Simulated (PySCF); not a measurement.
HgCl2, SMILES [Cl][Hg][Cl].

The structure is a stationary point at B3LYP-D3(BJ)/def2-TZVP. The isomer is the one that the SMILES or the coordinates give; other isomers of the formula were not compared. The def2 effective core potentials stand for the cores of Hg; spin–orbit coupling is left out.

These are C-PCM-ωB97X/def2-SVP (PySCF) values and carry that method's errors.

The values are the electrostatic part of the solvation free energy, E(continuum) − E(gas) at the gas-phase geometry, in a cavity of scaled van der Waals radii (PySCF's table); cavitation and dispersion terms are not included. A continuum can't describe solvent molecules that bind to the metal. In vacuum the orbital gap is 10.80 eV. The dipole moment in vacuum is 0.00 D.

Problem. Estimate the values in water (ε = 78.36), dichloromethane (ε = 8.93), 1-octanol (ε = 9.86). (Estimate from the structure and the level; the computed values follow.)

Solution. 
```
solvent              ε  ΔG(elec) (kcal/mol)  dipole (D)  gap (eV)
---------------  -----  -------------------  ----------  --------
water            78.36                -14.8        0.00     11.31
dichloromethane   8.93                -13.0        0.00     11.25
1-octanol         9.86                -13.2        0.00     11.25
```
